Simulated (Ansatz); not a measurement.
Ansatz (a first-principles code) input (B3LYP-D3(BJ)/def2-TZVP):

Ansatz 0.2 input:
```yaml
crystal:
  periodic: [false, false, false]
  atoms:
    - {symbol: Si, position_ang: [-0.06649161, 0.07389832, -0.35075543]}
    - {symbol: C, position_ang: [1.39093601, -1.05817647, -0.10804809]}
    - {symbol: C, position_ang: [-1.57766350, -0.49942914, 0.57241876]}
    - {symbol: F, position_ang: [0.33538231, 1.53770493, 0.20049067]}
    - {symbol: H, position_ang: [-0.36669301, 0.23569280, -1.79326502]}
    - {symbol: H, position_ang: [1.17227444, -2.05324066, -0.50385585]}
    - {symbol: H, position_ang: [2.27447544, -0.67845801, -0.62450024]}
    - {symbol: H, position_ang: [1.63530891, -1.16334501, 0.95121558]}
    - {symbol: H, position_ang: [-2.40456088, 0.20222630, 0.44803552]}
    - {symbol: H, position_ang: [-1.90543890, -1.47395602, 0.20162224]}
    - {symbol: H, position_ang: [-1.37255940, -0.59720655, 1.64068369]}
basis:
  gaussian:
    orbitals: def2-TZVP
hamiltonian:
  xc: b3lyp
  dispersion: d3bj
phonons: {temperatures: {t_min: 298.15, t_max: 298.15, t_step: 100}}
```

Output:

```
Functional definition: B3LYP
integrals: 0.08 GiB planned
1085 factors; their error is unknown
mean field: 0.77 GiB planned
mean field evaluation 1: about -12776.2246 eV, gradient 7.7e1 eV
mean field evaluation 2: about -12770.0676 eV, gradient 8.9e1 eV
mean field evaluation 4: about -12788.3415 eV, gradient 5.4e0 eV
mean field evaluation 8: about -12788.3854 eV, gradient 2.3e-2 eV
mean field evaluation 16: about -12788.4074 eV, gradient 1.1e-5 eV
mean field -12788.40735612 eV, -469.9653020436 hartree, gradient 1.0e-5 eV, S^2 0.000000; 0 other end points of the search recorded, 0 dependent functions left out
the calculation of the forces begins
reference -12788.40761677 eV, -469.9653116221 hartree; 21, 21 occupied and 151, 151 virtual orbitals, 1085 factors
these checks for a lower state are left out or cut short: stability, starts, cluster_reference, orbital_swaps, neighbouring_geometries, increment
integrals: 0.08 GiB planned
1085 factors; their error is unknown
mean field: 0.77 GiB planned
mean field -12788.40722623 eV, -469.9652972701 hartree, gradient 2.8e-6 eV, S^2 0.000000; 0 other end points of the search recorded, 0 dependent functions left out
the calculation of the forces begins
reference -12788.40748679 eV, -469.9653068457 hartree; 21, 21 occupied and 151, 151 virtual orbitals, 1085 factors
these checks for a lower state are left out or cut short: stability, starts, cluster_reference, orbital_swaps, neighbouring_geometries, increment
integrals: 0.08 GiB planned
1085 factors; their error is unknown
mean field: 0.77 GiB planned
mean field evaluation 32: about -12788.4073 eV, gradient 2.8e-6 eV
mean field -12788.40726009 eV, -469.9652985145 hartree, gradient 2.8e-6 eV, S^2 0.000000; 0 other end points of the search recorded, 0 dependent functions left out
the calculation of the forces begins
reference -12788.40752081 eV, -469.9653080959 hartree; 21, 21 occupied and 151, 151 virtual orbitals, 1085 factors
these checks for a lower state are left out or cut short: stability, starts, cluster_reference, orbital_swaps, neighbouring_geometries, increment
integrals: 0.08 GiB planned
1085 factors; their error is unknown
mean field: 0.77 GiB planned
mean field -12788.40725406 eV, -469.9652982931 hartree, gradient 2.8e-6 eV, S^2 0.000000; 0 other end points of the search recorded, 0 dependent functions left out
the calculation of the forces begins
reference -12788.40751475 eV, -469.9653078730 hartree; 21, 21 occupied and 151, 151 virtual orbitals, 1085 factors
these checks for a lower state are left out or cut short: stability, starts, cluster_reference, orbital_swaps, neighbouring_geometries, increment
integrals: 0.08 GiB planned
1085 factors; their error is unknown
mean field: 0.77 GiB planned
mean field -12788.40722697 eV, -469.9652972974 hartree, gradient 2.8e-6 eV, S^2 0.000000; 0 other end points of the search recorded, 0 dependent functions left out
the calculation of the forces begins
reference -12788.40748757 eV, -469.9653068744 hartree; 21, 21 occupied and 151, 151 virtual orbitals, 1085 factors
these checks for a lower state are left out or cut short: stability, starts, cluster_reference, orbital_swaps, neighbouring_geometries, increment
integrals: 0.08 GiB planned
1085 factors; their error is unknown
mean field: 0.77 GiB planned
mean field -12788.40727241 eV, -469.9652989673 hartree, gradient 2.8e-6 eV, S^2 0.000000; 0 other end points of the search recorded, 0 dependent functions left out
the calculation of the forces begins
reference -12788.40753304 eV, -469.9653085453 hartree; 21, 21 occupied and 151, 151 virtual orbitals, 1085 factors
these checks for a lower state are left out or cut short: stability, starts, cluster_reference, orbital_swaps, neighbouring_geometries, increment
integrals: 0.08 GiB planned
[...]
integrals: 0.08 GiB planned
1085 factors; their error is unknown
mean field: 0.77 GiB planned
mean field -12788.40732667 eV, -469.9653009614 hartree, gradient 2.8e-6 eV, S^2 0.000000; 0 other end points of the search recorded, 0 dependent functions left out
the calculation of the forces begins
reference -12788.40758729 eV, -469.9653105388 hartree; 21, 21 occupied and 151, 151 virtual orbitals, 1085 factors
these checks for a lower state are left out or cut short: stability, starts, cluster_reference, orbital_swaps, neighbouring_geometries, increment
integrals: 0.08 GiB planned
1085 factors; their error is unknown
mean field: 0.77 GiB planned
mean field -12788.40733654 eV, -469.9653013240 hartree, gradient 1.1e-6 eV, S^2 0.000000; 0 other end points of the search recorded, 0 dependent functions left out
the calculation of the forces begins
reference -12788.40759721 eV, -469.9653109036 hartree; 21, 21 occupied and 151, 151 virtual orbitals, 1085 factors
these checks for a lower state are left out or cut short: stability, starts, cluster_reference, orbital_swaps, neighbouring_geometries, increment
integrals: 0.08 GiB planned
1085 factors; their error is unknown
mean field: 0.77 GiB planned
mean field -12788.40730822 eV, -469.9653002834 hartree, gradient 1.5e-6 eV, S^2 0.000000; 0 other end points of the search recorded, 0 dependent functions left out
the calculation of the forces begins
reference -12788.40756891 eV, -469.9653098636 hartree; 21, 21 occupied and 151, 151 virtual orbitals, 1085 factors
these checks for a lower state are left out or cut short: stability, starts, cluster_reference, orbital_swaps, neighbouring_geometries, increment
integrals: 0.08 GiB planned
1085 factors; their error is unknown
mean field: 0.77 GiB planned
mean field -12788.40726199 eV, -469.9652985845 hartree, gradient 1.4e-6 eV, S^2 0.000000; 0 other end points of the search recorded, 0 dependent functions left out
the calculation of the forces begins
reference -12788.40752259 eV, -469.9653081613 hartree; 21, 21 occupied and 151, 151 virtual orbitals, 1085 factors
these checks for a lower state are left out or cut short: stability, starts, cluster_reference, orbital_swaps, neighbouring_geometries, increment
integrals: 0.08 GiB planned
1085 factors; their error is unknown
mean field: 0.77 GiB planned
mean field evaluation 192: about -12788.3878 eV, gradient 3.1e-1 eV
mean field -12788.40732327 eV, -469.9653008363 hartree, gradient 1.2e-6 eV, S^2 0.000000; 0 other end points of the search recorded, 0 dependent functions left out
the calculation of the forces begins
reference -12788.40758394 eV, -469.9653104159 hartree; 21, 21 occupied and 151, 151 virtual orbitals, 1085 factors
these checks for a lower state are left out or cut short: stability, starts, cluster_reference, orbital_swaps, neighbouring_geometries, increment
integrals: 0.08 GiB planned
1085 factors; their error is unknown
mean field: 0.77 GiB planned
mean field -12788.40734269 eV, -469.9653015499 hartree, gradient 1.2e-6 eV, S^2 0.000000; 0 other end points of the search recorded, 0 dependent functions left out
the calculation of the forces begins
reference -12788.40760330 eV, -469.9653111272 hartree; 21, 21 occupied and 151, 151 virtual orbitals, 1085 factors
these checks for a lower state are left out or cut short: stability, starts, cluster_reference, orbital_swaps, neighbouring_geometries, increment
integrals: 0.08 GiB planned
1085 factors; their error is unknown
mean field: 0.77 GiB planned
mean field -12788.40732045 eV, -469.9653007326 hartree, gradient 1.1e-6 eV, S^2 0.000000; 0 other end points of the search recorded, 0 dependent functions left out
the calculation of the forces begins
reference -12788.40758107 eV, -469.9653103103 hartree; 21, 21 occupied and 151, 151 virtual orbitals, 1085 factors
these checks for a lower state are left out or cut short: stability, starts, cluster_reference, orbital_swaps, neighbouring_geometries, increment
integrals: 0.08 GiB planned
1085 factors; their error is unknown
mean field: 0.77 GiB planned
mean field -12788.40732541 eV, -469.9653009150 hartree, gradient 1.1e-6 eV, S^2 0.000000; 0 other end points of the search recorded, 0 dependent functions left out
the calculation of the forces begins
reference -12788.40758607 eV, -469.9653104942 hartree; 21, 21 occupied and 151, 151 virtual orbitals, 1085 factors
these checks for a lower state are left out or cut short: stability, starts, cluster_reference, orbital_swaps, neighbouring_geometries, increment
integrals: 0.08 GiB planned
1085 factors; their error is unknown
mean field: 0.77 GiB planned
mean field -12788.40736751 eV, -469.9653024622 hartree, gradient 1.1e-6 eV, S^2 0.000000; 0 other end points of the search recorded, 0 dependent functions left out
the calculation of the forces begins
reference -12788.40762819 eV, -469.9653120418 hartree; 21, 21 occupied and 151, 151 virtual orbitals, 1085 factors
these checks for a lower state are left out or cut short: stability, starts, cluster_reference, orbital_swaps, neighbouring_geometries, increment
integrals: 0.08 GiB planned
1085 factors; their error is unknown
mean field: 0.77 GiB planned
mean field evaluation 224: about -12788.4073 eV, gradient 8.7e-6 eV
mean field -12788.40731119 eV, -469.9653003926 hartree, gradient 9.5e-7 eV, S^2 0.000000; 0 other end points of the search recorded, 0 dependent functions left out
the calculation of the forces begins
reference -12788.40757181 eV, -469.9653099700 hartree; 21, 21 occupied and 151, 151 virtual orbitals, 1085 factors
these checks for a lower state are left out or cut short: stability, starts, cluster_reference, orbital_swaps, neighbouring_geometries, increment
integrals: 0.08 GiB planned
1085 factors; their error is unknown
mean field: 0.77 GiB planned
mean field -12788.40732945 eV, -469.9653010636 hartree, gradient 9.8e-7 eV, S^2 0.000000; 0 other end points of the search recorded, 0 dependent functions left out
the calculation of the forces begins
reference -12788.40759007 eV, -469.9653106410 hartree; 21, 21 occupied and 151, 151 virtual orbitals, 1085 factors
these checks for a lower state are left out or cut short: stability, starts, cluster_reference, orbital_swaps, neighbouring_geometries, increment
integrals: 0.08 GiB planned
1085 factors; their error is unknown
mean field: 0.77 GiB planned
mean field -12788.40735635 eV, -469.9653020520 hartree, gradient 9.9e-7 eV, S^2 0.000000; 0 other end points of the search recorded, 0 dependent functions left out
the calculation of the forces begins
reference -12788.40761702 eV, -469.9653116316 hartree; 21, 21 occupied and 151, 151 virtual orbitals, 1085 factors
these checks for a lower state are left out or cut short: stability, starts, cluster_reference, orbital_swaps, neighbouring_geometries, increment
integrals: 0.08 GiB planned
1085 factors; their error is unknown
mean field: 0.77 GiB planned
mean field -12788.40726822 eV, -469.9652988132 hartree, gradient 1.7e-6 eV, S^2 0.000000; 0 other end points of the search recorded, 0 dependent functions left out
the calculation of the forces begins
reference -12788.40752890 eV, -469.9653083932 hartree; 21, 21 occupied and 151, 151 virtual orbitals, 1085 factors
these checks for a lower state are left out or cut short: stability, starts, cluster_reference, orbital_swaps, neighbouring_geometries, increment
integrals: 0.08 GiB planned
1085 factors; their error is unknown
mean field: 0.77 GiB planned
mean field -12788.40725025 eV, -469.9652981530 hartree, gradient 1.4e-6 eV, S^2 0.000000; 0 other end points of the search recorded, 0 dependent functions left out
the calculation of the forces begins
reference -12788.40751086 eV, -469.9653077300 hartree; 21, 21 occupied and 151, 151 virtual orbitals, 1085 factors
Total energy: -12788.74938690 eV, -469.9778714430 hartree
Atom 0 at    -0.066492     0.073898    -0.350755 Å, force    -0.000008    -0.000631     0.000481 eV/Å
Atom 1 at     1.390936    -1.058176    -0.108048 Å, force    -0.000165    -0.000712    -0.000336 eV/Å
Atom 2 at    -1.577664    -0.499429     0.572419 Å, force    -0.000249    -0.000696    -0.000317 eV/Å
Atom 3 at     0.335382     1.537705     0.200491 Å, force     0.000076     0.000865    -0.000381 eV/Å
Atom 4 at    -0.366693     0.235693    -1.793265 Å, force     0.000067     0.000275     0.000069 eV/Å
Atom 5 at     1.172274    -2.053241    -0.503856 Å, force    -0.000160     0.000730     0.000121 eV/Å
Atom 6 at     2.274475    -0.678458    -0.624500 Å, force    -0.000072    -0.000322     0.000211 eV/Å
Atom 7 at     1.635309    -1.163345     0.951216 Å, force    -0.000047     0.000121     0.000006 eV/Å
Atom 8 at    -2.404561     0.202226     0.448036 Å, force     0.000038    -0.000343     0.000185 eV/Å
Atom 9 at    -1.905439    -1.473956     0.201622 Å, force     0.000437     0.000617    -0.000016 eV/Å
Atom 10 at    -1.372559    -0.597207     1.640684 Å, force     0.000084     0.000096    -0.000024 eV/Å
Dipole moment:    -0.068579    -0.375138     0.008854 e Å
Vibrations: 143.49 160.91 201.75 248.09 277.56 630.46 642.62 702.30 753.20 785.59 825.31 867.53 927.92 937.06 1294.44 1298.31 1452.20 1454.22 1459.82 1467.14 2222.95 3029.41 3030.52 3096.98 3099.28 3106.82 3106.92 cm⁻¹, zero-point energy 2.307519 eV
```
